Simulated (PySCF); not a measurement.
**Two-component Hartree-Fock for P³⁺ (phosphorus, charge +3)**

Start: [Ne] 3p2; 3p3/2 filled at m_j = +1/2, +3/2. Calculated with PySCF 2.14 in x2c-TZVPall-2c with one added diffuse shell each of s, p type (6s7p2d1f, 44 functions): generalised Hartree-Fock with the X2C-1e Hamiltonian and a Gaussian nucleus; one run each with spin-orbit coupling (SO) switched off, then screened by Boettger's factors. This is a chosen level, not necessarily the ground level.

```csv
spinor shell,electrons,"ε, spin-free (eV)","ε, screened SO (eV)",weight of nominal j (screened SO),"rms radius, screened SO (bohr)"
1s1/2,2,-2224.4,-2224.5,1.000,0.120
2s1/2,2,-246.00,-246.01,1.000,0.560
2p1/2,2,-188.22,-188.97,0.820,0.535
3p3/2,2,-41.592,-41.579,0.821,1.98
```

**Question.** Where does 2p3/2 lie, and what is the 2p spin-orbit splitting (screened SO)?

**Answer.** At -187.86 eV, 1.112 eV above 2p1/2.

| quantity | spin-free | screened SO |
| --- | --- | --- |
| E (hartree) | -338.65902 | -338.65839 |
| M_J | 2 | 2 |
| ⟨J²⟩ | 6.000 | 6.000 |
| ⟨L²⟩ | 2.000 | 2.003 |
| ⟨S²⟩ | 2.000 | 1.999 |

Each row is a mean over spinors that exchange with the open shell spreads, by up to 1.734 eV (2p3/2).

Rows whose weight is well below 1 are mixtures of j = l ± 1/2: exchange outweighs spin-orbit coupling there, and the label is only the starting occupation.

Without spin-orbit coupling the j labels of p, d and f shells carry no meaning; the spin-free column gives the mean over the occupied spinors of each nl shell.
